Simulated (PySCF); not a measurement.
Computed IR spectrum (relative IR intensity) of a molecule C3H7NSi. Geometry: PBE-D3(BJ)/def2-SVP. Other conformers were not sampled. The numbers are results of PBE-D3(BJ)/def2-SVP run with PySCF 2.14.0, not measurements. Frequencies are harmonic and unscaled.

Lines under 2 % of the strongest are left out, and lines within 2 cm⁻¹ are merged.

ν (cm⁻¹): 209 (w), 253 (m), 585 (m), 683 (w), 701 (w), 786 (m), 846 (w), 863 (w), 886 (m), 905 (vs), 945 (s), 995 (w), 1182 (w), 1324 (vs), 1355 (m), 1453 (m), 2015 (m), 2156 (s), 2161 (m), 2184 (s), 3011 (m), 3070 (vw), 3084 (vw), 3569 (m) (against the strongest line: vs over 80 %, s over 45 %, m over 15 %, w over 4 %, vw less)

**Question.** Which molecule gave these data?
(A) C#CCN[SiH3]
(B) C=C/C=N/[SiH3]
(C) C[C@@H]1N=C[SiH2]1
(D) C=C=CN[SiH3]

**Answer.** D, C=C=CN[SiH3]
